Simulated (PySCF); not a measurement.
C₂H₄FGaO.

```xyz
9

Ga    -0.0447    -0.3036     0.0000
F     -1.1115    -1.7247     0.0000
C     -0.7025     1.5190     0.0000
C      0.1465     2.5667     0.0000
H     -1.7916     1.6979     0.0000
H     -0.2179     3.6100     0.0000
H      1.2422     2.4366     0.0000
O      1.7062    -0.7064     0.0000
H      1.8430    -1.6722     0.0000
```

The structure is a stationary point at PBE-D3(BJ)/def2-SVP. The structure was generated by enumeration; whether it is a known compound was not checked. One conformer was computed; it need not be the lowest.

All values below come from PBE/pcSseg-1 (PySCF). Non-relativistic, no solvent.

Task: Give the absolute GIAO shielding of each atom: isotropic value and principal components (ppm). (The exact figures need the calculation; the answer reports its results.)

Result: 
```csv
atom,σ(iso),σ11,σ22,σ33,span
Ga1,1428.2,1200.6,1420.0,1664.0,463.4
F2,288.3,148.5,329.9,386.6,238.1
C3,41.5,-59.0,29.4,154.2,213.2
C4,25.2,-99.6,23.0,152.3,252.0
H5,24.8,23.5,23.6,27.4,3.9
H6,24.1,21.2,23.8,27.5,6.3
H7,24.3,20.5,22.8,29.6,9.1
O8,252.6,147.7,294.9,315.0,167.3
H9,28.6,21.8,23.5,40.5,18.7
```
